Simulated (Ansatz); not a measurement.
`C[BH][ZnH]` + `OC(F)F` → `FC(F)[O][ZnH]` + `BC` at 700 K and 1 bar (cleavage of the Zn–B bond).

Computed with Ansatz on PBE0-D4/def2-TZVP structures; ΔE is electronic, products minus reactants. CCSD(T)/CBS is the MP2 limit (def2-TZVPP, def2-QZVPP) plus CCSD(T) − MP2 in def2-TZVPP, frozen cores. This one scheme is used for every species. For Zn outer-core shells are correlated without core-valence functions, which leaves a few kJ/mol of doubt a bond. Scalar relativity is left out up to krypton. One conformer a species, not always the lowest.

```
        species  CCSD(T)/CBS energy (Eh)  H − E (kJ/mol)  S (J/(mol·K))
   `C[BH][ZnH]`              -1844.18606           200.1          391.6
       `OC(F)F`               -314.01610           142.9          339.1
`FC(F)[O][ZnH]`              -2092.41029           147.7          431.1
           `BC`                -65.83255           189.6          311.0
```

H − E and S are ideal-gas, rigid-rotor, harmonic terms from PBE0-D4/def2-TZVP, for one conformer and one mirror image of each species. 1 Eh = 2625.50 kJ/mol, R = 8.31446 J/(mol·K).

Problem. By hand: ΔE, ΔH, ΔS and ΔG.

Solution. ΔE = (-2092.41029) + (-65.83255) − (-1844.18606) − (-314.01610) = -0.04068 Eh = -106.8 kJ/mol. Δ(H − E) = 147.7 + 189.6 − 200.1 − 142.9 = -5.7, so ΔH = -112.5 kJ/mol. ΔS = 431.1 + 311.0 − 391.6 − 339.1 = 11.4 J/(mol·K). ΔG = -112.5 − 700 × (11.4)/1000 = -120.5 kJ/mol.

Problem. By hand: the equilibrium constant, and the temperature at which ΔG would vanish if ΔH and ΔS stayed fixed.

Solution. log₁₀ K = −ΔG/(RT ln 10) = 9.0. ΔH and −TΔS have one sign here, so there is no such temperature.

The number of gas molecules stays the same, so ΔS is small and ΔH decides. A doubt of 5 kJ/mol in ΔE shifts log₁₀ K by 0.4 here. Other conformers and mirror images would add mixing entropy, several J/(mol·K) or more a flexible species. Modes under 60 cm⁻¹, often nearly free rotors, make the harmonic entropy too high. These are equilibria of isolated gas molecules and say nothing of rates. Largest T1 diagnostic: 0.015 (customary marks: 0.02 for closed shells, 0.045 for open ones).

ΔS is within the doubt of such terms, so its sign, and with it that verdict, could turn.
